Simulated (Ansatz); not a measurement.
CH$_{3}$FOSSi (`O[C@@H]1S[Si@H]1F`) at its PBE0-D4/def2-TZVP geometry, where that method's forces vanish. Total charge 0; spin multiplicity 1.

```json
{"atom": "O1", "x (Å)": "-1.257", "y (Å)": "0.428", "z (Å)": "1.060"}
{"atom": "C2", "x (Å)": "-0.255", "y (Å)": "-0.327", "z (Å)": "0.503"}
{"atom": "S3", "x (Å)": "1.549", "y (Å)": "0.357", "z (Å)": "0.680"}
{"atom": "Si4", "x (Å)": "0.507", "y (Å)": "0.182", "z (Å)": "-1.086"}
{"atom": "F5", "x (Å)": "0.927", "y (Å)": "-0.923", "z (Å)": "-2.149"}
{"atom": "H6", "x (Å)": "-1.269", "y (Å)": "0.295", "z (Å)": "2.014"}
{"atom": "H7", "x (Å)": "-0.241", "y (Å)": "-1.374", "z (Å)": "0.803"}
{"atom": "H8", "x (Å)": "0.040", "y (Å)": "1.363", "z (Å)": "-1.826"}
```

Q: For each bond, give half the difference of the two atoms' forces along it (eV/Å; positive pushes the atoms apart) under PBE-D4, r2SCAN-D4, B3LYP-D4, ωB97M-V in def2-TZVPP. (An estimate is asked.)

A: Ansatz gave: 
| bond | length (Å) | PBE-D4 | r2SCAN-D4 | B3LYP-D4 | ωB97M-V |
| --- | --- | --- | --- | --- | --- |
| O1–C2 | 1.373 | 0.25 | 0.23 | 0.30 | 0.41 |
| O1–H6 | 0.963 | 0.39 | 0.00 | -0.05 | -0.14 |
| C2–S3 | 1.937 | 0.33 | 0.24 | 0.30 | -0.08 |
| C2–Si4 | 1.834 | 0.00 | -0.02 | 0.01 | -0.11 |
| C2–H7 | 1.089 | 0.03 | -0.10 | -0.20 | -0.18 |
| S3–Si4 | 2.058 | 0.24 | 0.12 | 0.25 | 0.02 |
| Si4–F5 | 1.589 | 0.50 | 0.05 | 0.17 | 0.16 |
| Si4–H8 | 1.471 | -0.04 | -0.04 | -0.17 | -0.20 |

B3LYP here is the variant with VWN-RPA as its local correlation; programs differ in this.
